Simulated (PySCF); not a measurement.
Numbering as in the mapped SMILES `[OH:1][C:2]([OH:3])([C:4]([F:5])([F:6])[F:7])[C:8]([F:9])([F:10])[F:11]` (H(Xn): hydrogen on atom n).

Geometry: PBE0-D3(BJ)/def2-SVP; GIAO absolute shieldings from PySCF, gas phase, non-relativistic, averaged over equivalent atoms.

At PBE0/pcSseg-1 (197 basis functions):
```
              atoms  σ (ppm)
              O1/O3    248.9
              C4/C8     58.3
                 C2     92.8
F5/F6/F7/F9/F10/F11    272.4
        H(O1)/H(O3)    28.88
```

Question: Estimate the result of repeating the calculation with PBE0/pcSseg-2.

Answer: 
```csv
atoms,σ at PBE0/pcSseg-2,change
O1/O3,243.7,-5.2
C4/C8,53.5,-4.8
C2,87.9,-4.9
F5/F6/F7/F9/F10/F11,269.5,-2.9
H(O1)/H(O3),28.70,-0.18
```

The largest change is at O1/O3 (alcohol oxygen). Cost: 424 basis functions.
